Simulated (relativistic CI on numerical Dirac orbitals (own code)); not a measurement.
## Radial parameters of Bi⁷²⁺

Calculated at this level of theory: Dirac-Coulomb-Breit CI, separate exchange-only KLI orbitals for each configuration, model QED, unscaled Slater integrals (own radial code, finite nucleus).

Slater integrals F^k, G^k are unscaled and averaged over j, outside the closed core [Ne]; ζ comes from projecting the Hamiltonian with its Breit term on Σ l·s of the shell.

- 3p: ζ(3p) = 3.4818e+06 cm⁻¹; <r>(3p) = 0.1547, <r^2>(3p) = 0.02782 (bohr units).
- 3d: ζ(3d) = 462910 cm⁻¹; <r>(3d) = 0.1374, <r^2>(3d) = 0.02171 (bohr units).
- 4p: ζ(4p) = 1.4267e+06 cm⁻¹; <r>(4p) = 0.2917, <r^2>(4p) = 0.09705 (bohr units).

Averages of the first 10 configurations, taken without configuration mixing, which lowers the lowest level and can move excited configurations by several eV; other configurations of the list can lie among them:

```tsv
Configuration	Parity	States	Average energy above the lowest level (eV)
3s	even	2	0.1
3p	odd	6	624.5
3d	even	10	1142.0
4s	even	2	4312.6
4p	odd	6	4568.7
4d	even	10	4776.1
4f	odd	14	4858.5
5s	even	2	6226.6
5p	odd	6	6355.1
5d	even	10	6458.7
```
